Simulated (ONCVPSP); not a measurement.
How hard is this barium (Ba) ONCV potential?

| Property | Result |
| --- | --- |
| Element | Ba (Z = 56) |
| Generator | ONCVPSP 4.0.1 |
| Type | optimised norm-conserving Vanderbilt (ONCV) |
| Functional | PBE |
| Relativity | scalar-relativistic |
| Frozen core | [Kr] 4d10 |
| Valence charge | 10 |
| Reference configuration | 5s2 5p6 (charge +2) |
| Partial waves | 5s: rc 1.70 bohr, ncon 4, nbas 8, qcut 4.2 1/bohr, 1 projector; 5p: rc 1.80 bohr, ncon 4, nbas 8, qcut 4.5 1/bohr, 1 projector; d scattering state at 0.39 Ha: rc 1.90 bohr, ncon 4, nbas 7, qcut 5.5 1/bohr, 2 projectors, debl 0.5 Ha |
| Local potential | polynomial inside 1.40 bohr (lpopt 2, dvloc0 4 Ha) |
| Core correction | Teter function, fcfact 1.75, rcfact 1.45 |

In the d channel the program set the typed energies aside and used 0.050, 0.550 Ha.

Problem. For each optimised wave give the share of its norm inside rc, the residual kinetic energy above qcut (Ha) and the cutoffs (Ha) for errors of 10, 1, 0.1 and 0.01 mHa per electron.

Solution.

| wave | norm inside rc | residual KE | 10 mHa | 1 mHa | 0.1 mHa | 0.01 mHa |
| --- | --- | --- | --- | --- | --- | --- |
| 5s | 0.590 | 5.5e-03 | 8.0 | 28.9 | 57.2 | 66.1 |
| 5p | 0.479 | 2.4e-03 | 7.5 | 16.7 | 55.8 | 65.6 |
| d projector 1 | 0.109 | 2.3e-05 | 3.8 | 5.2 | 7.7 | 39.3 |
| d projector 2 | 0.155 | 1.0e-03 | 4.6 | 15.3 | 54.0 | 64.9 |

The occupied waves need 29 Ha and 57 Ha for 1 and 0.1 mHa.
